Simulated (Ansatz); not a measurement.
Ideal-gas functions of F2H2OSn, SMILES `[OH][SnH]([F])[F]` at 600 K and 1 bar, from an Ansatz frequency run at PBE0-D4/def2-TZVP.

Molar mass 174.72 g/mol, point group Cs (symmetry number 1), electronic degeneracy 1, moments of inertia 110.06, 113.248, 170.398 u Å². Harmonic wavenumbers (cm⁻¹, unscaled): 117, 176, 192, 211, 523, 540, 643, 643, 668, 870, 2044, 3881.

Use S(trans) = R[1.5 ln M + 2.5 ln T − 1.1517]; rotational temperatures θ = 24.2544 K / I; S(rot) = R[ln(√π/σ · √(T³/θAθBθC)) + 1.5]; for each mode x = 1.438777 ν̃/T, S = R[x/(eˣ − 1) − ln(1 − e⁻ˣ)] and H = RT x/(eˣ − 1); 1 cm⁻¹ = 0.0119627 kJ/mol; R = 8.31446 J/(mol·K).

Question: By hand: the entropy, in J/(mol·K).

Answer: Translation 187.8. Rotation: θ = 0.2204, 0.2142, 0.1423 K, giving 117.8. Vibration, mode by mode: 18.91, 15.55, 14.84, 14.07, 6.96, 6.72, 5.49, 5.49, 5.23, 3.56, 0.37, 0.01, in all 97.2. Electronic 0.0. Sum 402.8 J/(mol·K).

Question: By hand: H − E and G − E in kJ/mol, counted from the electronic energy.

Answer: Zero-point energy ½ × 10508 × 0.0119627 = 62.9; thermal vibration 28.9; translation, rotation and pV give 4 RT = 20.0. H − E = 111.8 kJ/mol, and G − E = 111.8 − 600 × 402.8/1000 = -129.9 kJ/mol.

Vibration gives 24 % of the entropy, 18.9 J/(mol·K) of it from the mode under 150 cm⁻¹: soft modes count most, and the harmonic formula is weakest for them. The sum counts one conformer and one mirror image; others add a mixing term.
